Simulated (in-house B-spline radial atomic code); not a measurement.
A fraction x of an electron is added to 4d in Zr, starting from [Kr] 4d2 5s2 and keeping the highest spin. Computed with a radial B-spline atomic code at the basis-set limit: scalar-relativistic (X2C) B3LYP, spin-polarised, spherical fractional occupations, Fermi nucleus of rms radius 4.2694 fm.

Caution: exact exchange at fractional occupations of open shells leaves self-interaction of up to several eV.

| x | E(x) - E(0) (eV) | 4d up level (eV) |
| --- | --- | --- |
| 0 | 0.0000 | -3.804 |
| 0.1 | -0.3462 | -3.124 |
| 0.2 | ? | ? |
| 0.3 | ? | ? |
| 0.4 | -0.9947 | -1.240 |
| 0.5 | -1.0899 | -0.670 |
| 0.6 | -1.1298 | -0.135 |

What belongs in the row x = 0.2?

An energy change of -0.6257 eV; 4d up at -2.469 eV.

What belongs in the row x = 0.3?

An energy change of -0.8409 eV; 4d up at -1.840 eV.

Check Janak's theorem between x = 0.4 and 0.5.

The slope of the energy is -0.95 eV; the orbital levels give -0.96 eV (ε of the filling orbital, averaged over the two points).
